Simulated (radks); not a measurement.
Results of a calculation; reference values are marked as such.
How relativity changes the ionisation of neutral terbium ([Xe] 4f9 6s2) to Tb+ ([Xe] 4f9 6s1). Spin-unpolarised spherical Kohn-Sham, PBE, point nucleus unless stated (finite: rms radius 5.06 fm), a radial shooting solver on a logarithmic mesh with Libxc functionals. A level marked "c x" has the speed of light scaled by that factor and shares open shells by 2j + 1; other Dirac levels either fill j = l - 1/2 first or share by 2j + 1.

| level | E(Tb) (hartree) | E(Tb+) (hartree) | IE (eV) | HOMO | <r> HOMO (bohr) |
|---|---|---|---|---|---|
| non-rel. | -11229.6001 | -11229.3880 | 5.771 | 6s | 4.439 |
| scalar-rel. | -11708.9410 | -11708.7145 | 6.164 | 4f | 0.9103 |
| scalar-rel., finite nucleus | -11708.0182 | -11707.7917 | 6.163 | 4f | 0.9103 |
| Dirac, 2j+1 shares | -11718.8709 | -11718.6443 | 6.166 | 4f7/2 | 0.9213 |
| Dirac, low j first | -11718.9325 | -11718.7060 | 6.163 | 4f7/2 | 0.9251 |
| Dirac, 2j+1 shares, finite nucleus | -11717.9423 | -11717.7157 | 6.165 | 4f7/2 | 0.9212 |
| Dirac, c x 1.5 | -11433.0190 | -11432.8013 | 5.922 | 6s1/2 | 4.327 |
| Dirac, c x 2 | -11341.5686 | -11341.3535 | 5.852 | 6s1/2 | 4.378 |
| Dirac, c x 100 | -11229.6437 | -11229.4316 | 5.771 | 6s1/2 | 4.439 |

NIST Atomic Spectra Database: 5.864 eV (measured). The relativistic part of the total energy of Tb is -488.3 hartree (Dirac, 2j+1 shares, finite nucleus), 4.3 % of the non-relativistic value. Spin polarisation and multiplet splitting of open shells are left out at every level.

Beside tabulated values, note that relativity, absent from the non-relativistic runs, is large for the heavy elements, and spin-unpolarised runs miss the spin-polarisation part of the exchange energy of open shells.
